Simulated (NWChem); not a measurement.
System: boron monoxide dimer (B₂O₂); SMILES O=BB=O

NWChem input:

```
start job
memory heap 200 mb stack 700 mb global 900 mb
geometry units angstroms noautosym nocenter noautoz
  O      0.000000     0.000000    -2.025435
  B      0.000000     0.000000    -0.826223
  B      0.000000     0.000000     0.826223
  O      0.000000     0.000000     2.025435
end
basis spherical
  O library pcsseg-1
  B library pcsseg-1
end
dft
  xc pbe0
  iterations 150
end
property
  shielding 2 1 2
end
task dft property
```

Coordinates come from a PBE0/def2-SVP optimisation.

GIAO values for the isolated, static molecule; σ is the absolute isotropic shielding, δ = σ(reference) − σ with the isolated reference molecule computed at the same levels (11B: boron trifluoride, 17O: water).

Atoms are numbered as in the input.

Task: Give the results of this calculation. (PBE0/pcSseg-1, GIAO.) Quantities: δ O1 (ppm); δ B2 (ppm).

Result: 
| Property | Result |
|---|---|
| δ O1 (ppm) | 349.7 |
| δ B2 (ppm) | 0.4 |
